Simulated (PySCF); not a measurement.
C₁₀H₁₂O₂, SMILES CC(C)C(=O)Oc1ccccc1 at its GFN2-xTB optimised geometry (Å):

```
24

C     -1.3927     2.3274     0.0000
C      0.1397     2.3274     0.0000
C      0.6917     3.0412    -1.2293
C      0.5889     0.8776     0.0095
O      0.7214     0.1865    -0.9626
O      0.7997     0.4730     1.2743
C      1.1332    -0.8455     1.5657
C      2.0944    -1.0431     2.5488
C      2.4356    -2.3295     2.9215
C      1.8246    -3.4149     2.3154
C      0.8647    -3.2095     1.3400
C      0.5092    -1.9262     0.9612
H     -1.7637     3.3496     0.0000
H     -1.7652     1.8215    -0.8880
H     -1.7772     1.8184     0.8813
H      0.4986     2.8037     0.9165
H      0.2974     4.0527    -1.2862
H      1.7772     3.0906    -1.1887
H      0.4076     2.4986    -2.1274
H      2.5596    -0.1848     3.0081
H      3.1832    -2.4837     3.6852
H      2.0958    -4.4190     2.6047
H      0.3832    -4.0527     0.8681
H     -0.2391    -1.7666     0.2017
```

Level of theory: PBE0/def2-SVP run with PySCF. Cells within 0.4 Å of a nucleus heavier than hydrogen are left out (blank, or x).

Map of the log10 of the electron density (e/bohr³), floored at −4 on the plane z = 1.2 Å:

```
|0000000000000000000000000000000|
|0000000000000000000000000000000|
|0000000000000000000000000000000|
|0000000000000000000000000000000|
|0000000000000000000000000000000|
|0000000000111111110000000000000|
|0000000001232223332100000000000|
|0000000012344345554200000000000|
|0000000013454456765310000000000|
|0000000024566557775310000000000|
|0000000135676556664310000000000|
|0000000135677545555420000000000|
|0000000024565446776531000000000|
|0000000013444457998642000000000|
|0000000001222357xx9743100000000|
|0000000000001357998653210000000|
|0000000000001246788764321000000|
|0000000000002346788765421000000|
|0000000000012467898765431000000|
|0000000000013568x98654321000000|
|0000000000013568x87644321000000|
|0000000000002467898654321000000|
|00000000000023578x8765421000000|
|00000000000013578x8765421000000|
|0000000000001357887654320000000|
|0000000000001356776544210000000|
|0000000000000235554332200000000|
|0000000000000023332221000000000|
|0000000000000001110000000000000|
|0000000000000000000000000000000|
|0000000000000000000000000000000|
```
Scale: ten equal steps from -4.00 (start of '0') to -0.193 (end of '9'), in the order '0123456789'; x runs from -6.50 to 6.50, y from -6.50 (bottom) to 6.50 (top).
